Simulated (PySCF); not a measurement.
Isomers of C6H7N. The calculation used PySCF 2.14.0, density-fitted response routines, TDDFT PBE0/def2-SVPD, vertical, gas phase, core orbitals frozen in the response. Geometries: GFN2-xTB; one conformer of each isolated species. Triplets are in the Tamm–Dancoff approximation.

A. `N#CC1=CCCC1`
B. `C=C1C[C@@]1(C)C#N`
C. `C=C1CC(C#N)C1`

Lowest singlet levels (six at most, fewer where fewer were computed) with oscillator strengths:

1. 6.72 eV (f 0.155); 6.96 eV (f 0.152); 7.21 eV (f 0.000); 7.46 eV (f 0.018); 7.46 eV (f 0.000); 7.61 eV (f 0.001); T1 4.20 eV
2. 5.89 eV (f 0.301); 6.38 eV (f 0.004); 6.83 eV (f 0.002); 6.87 eV (f 0.002); 7.42 eV (f 0.011); 7.53 eV (f 0.009); T1 3.55 eV
3. 6.30 eV (f 0.002); 6.88 eV (f 0.013); 7.28 eV (f 0.370); 7.40 eV (f 0.025); 7.55 eV (f 0.035); 7.68 eV (f 0.011); T1 4.40 eV

**Question.** Which spectrum belongs to which structure?

**Answer.** 1 = C, 2 = A, 3 = B.
- A: S1 at 5.89 eV, HOMO→LUMO (93%); Löwdin shares by element: HOMO carbon 58% or more, nitrogen 14% (atoms not listed hold the other 28%); LUMO carbon 65% or more, nitrogen 16% (atoms not listed hold the other 18%); HOMO -7.57 and LUMO -1.22 eV.
- B: S1 at 6.30 eV, HOMO-1→LUMO (89%); Löwdin shares by element: HOMO carbon 78% or more, nitrogen 4% (atoms not listed hold the other 18%); LUMO carbon 63% or more, hydrogen 6% or more (atoms not listed hold the other 31%); HOMO -8.23 and LUMO -0.59 eV.
- C: S1 at 6.72 eV, HOMO→LUMO (66%), HOMO→LUMO+1 (31%); Löwdin shares by element: HOMO carbon 83% or more (atoms not listed hold the other 17%); LUMO carbon 65% or more (atoms not listed hold the other 35%); HOMO -7.66 and LUMO -0.37 eV; point group Cs, 2 of its 6 listed states under f = 0.0005.
